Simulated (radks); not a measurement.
The numbers below are computed, except where a source is named.
Task: All-electron atom: Fe18+ in [He] 2s2 2p4. Code: a radial shooting solver on a logarithmic mesh with Libxc functionals. Model: scalar-relativistic Kohn-Sham, PBE, spin-unpolarised, spherical densities, point nucleus. Some entries of the table are withheld. Estimate them.

orbital  occ.  eigenvalue (hartree)  r(max) (bohr)
1s          2                   (1)        0.03824
2s          2                   (2)            (3)
2p          4             -52.11821            (4)

Result: 
(1) 1s eigenvalue (hartree): -287.1811
(2) 2s eigenvalue (hartree): -55.86727
(3) 2s r(max) (bohr): 0.2166
(4) 2p r(max) (bohr): 0.1733
